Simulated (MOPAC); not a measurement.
Input file for MOPAC: PM7 on H4OSi (SMILES O[SiH3]).

```
PM7 1SCF PRECISE CHARGE=0 THREADS=1
H4OSi

O     -0.51022331 1     1.01078274 1     3.01196433 1
Si    -0.07285105 1    -0.37030256 1     3.76705078 1
H     -0.44347688 1     1.05028113 1     2.02544495 1
H     -0.89126636 1    -1.53759605 1     3.33552712 1
H     -0.25838269 1    -0.17125183 1     5.22134112 1
H      1.34942992 1    -0.73143692 1     3.51137586 1
```

Program output:

```
*******************************************************************************
 **                                                                           **
 **                              MOPAC v23.2.5                                **
 **                                                                           **
 *******************************************************************************
 ** MOPAC's Digital Object Identifier: https://doi.org/10.5281/zenodo.6511958 **
 **                                                                           **
 ** Please cite the open-source release paper for use of this MOPAC version:  **
 ** J. E. Moussa and J. J. P. Stewart (2026)                                  **
 ** MOPAC: An open-source semiempirical molecular orbital program             **
 ** J. Open Source Softw., 11(119), 8025, https://doi.org/10.21105/joss.08025 **
 *******************************************************************************

                              PM7 CALCULATION RESULTS

 *******************************************************************************
 *  PM7        - The PM7 Hamiltonian to be used
 *
 *
 *
 *                 CHARGE ON SYSTEM = 0
 *
 *
 *
 *  PRECISE    - TIGHTER CRITERIA TO BE USED
 *  1SCF       - DO 1 SCF AND THEN STOP
 *  THREADS=1  - MULTI-THREADING NOT USED
 *  T=         - A TIME OF 172800.0 SECONDS REQUESTED
 *  DUMP=N     - RESTART FILE WRITTEN EVERY 7200.0 SECONDS REQUESTED
 *******************************************************************************
PM7 1SCF PRECISE CHARGE=0 THREADS=1
 H4OSi

   ATOM   CHEMICAL          X               Y               Z
  NUMBER   SYMBOL      (ANGSTROMS)     (ANGSTROMS)     (ANGSTROMS)

     1       O         -0.51022331  *   1.01078274  *   3.01196433  *
     2      Si         -0.07285105  *  -0.37030256  *   3.76705078  *
     3       H         -0.44347688  *   1.05028113  *   2.02544495  *
     4       H         -0.89126636  *  -1.53759605  *   3.33552712  *
     5       H         -0.25838269  *  -0.17125183  *   5.22134112  *
     6       H          1.34942992  *  -0.73143692  *   3.51137586  *



          CARTESIAN COORDINATES

    NO.       ATOM           X           Y           Z

     1         O         -0.5102      1.0108      3.0120
     2        Si         -0.0729     -0.3703      3.7671
     3         H         -0.4435      1.0503      2.0254
     4         H         -0.8913     -1.5376      3.3355
     5         H         -0.2584     -0.1713      5.2213
     6         H          1.3494     -0.7314      3.5114

 General Reference for PM7:
 "Optimization of Parameters for Semiempirical Methods VI: More Modifications to the
 NDDO Approximations and Re-optimization of Parameters", J. J. P. Stewart, J. Mol. Mod., 1:32, 19 (2013)
 https://link.springer.com/article/10.1007/s00894-012-1667-x

           Empirical Formula: H4 O Si  =     6 atoms



      MOLECULAR POINT GROUP   :   Cs


      RHF CALCULATION, NO. OF DOUBLY OCCUPIED LEVELS = 7


 -------------------------------------------------------------------------------
 PM7 1SCF PRECISE CHARGE=0 THREADS=1
 H4OSi



     1SCF WAS SPECIFIED, SO BFGS WAS NOT USED
     SCF FIELD WAS ACHIEVED


                              PM7 CALCULATION
                                                       MOPAC v23.2.5 Linux




          FINAL HEAT OF FORMATION =        -69.72563 KCAL/MOL =    -291.73202 KJ/MOL


          COSMO AREA              =         87.06 SQUARE ANGSTROMS
          COSMO VOLUME            =         73.62 CUBIC ANGSTROMS

          IONIZATION POTENTIAL    =         11.609110 EV
          HOMO LUMO ENERGIES (EV) =        -11.609  1.195
          NO. OF FILLED LEVELS    =          7
          MOLECULAR WEIGHT        =         48.1165         POINT GROUP:  Cs

          MOLECULAR DIMENSIONS (Angstroms)

            Atom       Atom       Distance
            H     5    H     3     3.42639
            H     6    H     4     2.38779
            H     4    O     1     1.97624


          SCF CALCULATIONS        =          1





   ATOM   CHEMICAL          X               Y               Z
  NUMBER   SYMBOL      (ANGSTROMS)     (ANGSTROMS)     (ANGSTROMS)

     1       O         -0.51022331  *   1.01078274  *   3.01196433  *
     2      Si         -0.07285105  *  -0.37030256  *   3.76705078  *
     3       H         -0.44347688  *   1.05028113  *   2.02544495  *
     4       H         -0.89126636  *  -1.53759605  *   3.33552712  *
     5       H         -0.25838269  *  -0.17125183  *   5.22134112  *
     6       H          1.34942992  *  -0.73143692  *   3.51137586  *

                             CARTESIAN COORDINATES

   1    O       -0.510223310     1.010782740     3.011964330
   2   Si       -0.072851050    -0.370302560     3.767050780
   3    H       -0.443476880     1.050281130     2.025444950
   4    H       -0.891266360    -1.537596050     3.335527120
   5    H       -0.258382690    -0.171251830     5.221341120
   6    H        1.349429920    -0.731436920     3.511375860


           Empirical Formula: H4 O Si  =     6 atoms



      MOLECULAR POINT GROUP   :   Cs


                  EIGENVALUES
 -29.35493 -18.21616 -16.82009 -13.77415 -13.58129 -12.13958 -11.60911   1.19481
   2.43254   2.43431   5.04346   7.83936  21.66814  21.93647  22.63800  22.94760
  23.85838


              NET ATOMIC CHARGES AND DIPOLE CONTRIBUTIONS

  ATOM NO.   TYPE          CHARGE      No. of ELECS.   s-Pop       p-Pop       d-Pop
    1          O          -0.696183        6.6962     1.74492     4.95126
    2         Si           0.190316        3.8097     0.90511     2.70374     0.20083
    3          H           0.374259        0.6257     0.62574
    4          H           0.035997        0.9640     0.96400
    5          H           0.059643        0.9404     0.94036
    6          H           0.035968        0.9640     0.96403
 DIPOLE           X         Y         Z       TOTAL
 POINT-CHG.     0.847    -2.272    -0.308     2.444
 HYBRID        -0.303     1.000    -0.723     1.270
 SUM            0.545    -1.272    -1.031     1.726


          ATOMIC ORBITAL ELECTRON POPULATIONS

     Atom    s        px        py        pz      x^2-y^2     xz        z^2       yz        xy
    1  O   1.74492   1.88982   1.65594   1.40551
    2 Si   0.90511   1.02266   0.71708   0.96400   0.04838   0.01187   0.05285   0.03665   0.05109
    3  H   0.62574
    4  H   0.96400
    5  H   0.94036
    6  H   0.96403

 **********************
 *                    *
 * JOB ENDED NORMALLY *
 *                    *
 **********************




 == MOPAC DONE ==
```

The run finished.

Cost: roughly 0.020 core-seconds.
